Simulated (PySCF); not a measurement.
C3H12Cl2Si3, SMILES C[Si](C)(C)[SiH2][SiH](Cl)Cl, GFN2-xTB optimised geometry.

```
20

Si    -0.23    -2.39     0.00
Cl     1.81    -2.39     0.00
Cl    -0.80    -3.31     1.73
Si    -0.98    -0.19     0.00
Si     0.11     1.18     1.57
C      1.86     1.61     0.94
C      0.29     0.24     3.23
C     -0.85     2.80     1.88
H     -0.58    -3.37    -1.04
H     -0.82     0.29    -1.38
H     -2.44    -0.24     0.18
H      2.42     2.21     1.65
H      1.81     2.18     0.01
H      2.44     0.72     0.74
H      0.87    -0.67     3.10
H     -0.68    -0.05     3.63
H      0.79     0.84     3.98
H     -1.85     2.59     2.27
H     -0.35     3.44     2.60
H     -0.97     3.37     0.96
```

Density from PBE0/def2-SVP (PySCF 2.14.0) at that geometry.

Minimum of the electron density along straight lines between bonded atoms, close to the bond critical point (lines longer than 1.1 times the sum of covalent radii, or with two minima, are not listed):

```csv
bond,length / Å,ρ at the minimum / e bohr⁻³,∇²ρ there / e bohr⁻⁵,position (fraction from the first atom)
Si1–Cl2,2.044,0.094,0.30,0.37
Si1–Cl3,2.039,0.094,0.30,0.37
Si1–Si4,2.322,0.092,…,0.66
Si4–Si5,2.352,0.089,…,0.65
Si5–C6,1.911,0.109,0.29,0.38
Si5–C7,1.911,0.109,0.31,0.38
Si5–C8,1.913,0.109,0.29,0.38
Si1–H9,1.462,…,0.30,0.49
Si4–H10,1.474,0.113,0.32,0.49
Si4–H11,1.473,0.113,0.32,0.49
C6–H12,1.087,0.271,-0.97,0.62
C6–H13,1.086,0.272,-0.97,0.62
C6–H14,1.086,0.273,-0.98,0.63
C7–H15,1.086,0.272,-0.98,0.63
C7–H16,1.086,0.272,-0.97,0.62
C7–H17,1.087,0.271,-0.97,0.62
C8–H18,1.086,0.272,-0.97,0.62
C8–H19,1.087,0.271,-0.97,0.62
C8–H20,1.086,0.272,-0.97,0.62
```

### Question
Fill in the missing entries.

### Answer

- Si1–Si4, ∇²ρ there / e bohr⁻⁵: -0.01
- Si4–Si5, ∇²ρ there / e bohr⁻⁵: -0.04
- Si1–H9, ρ at the minimum / e bohr⁻³: 0.122
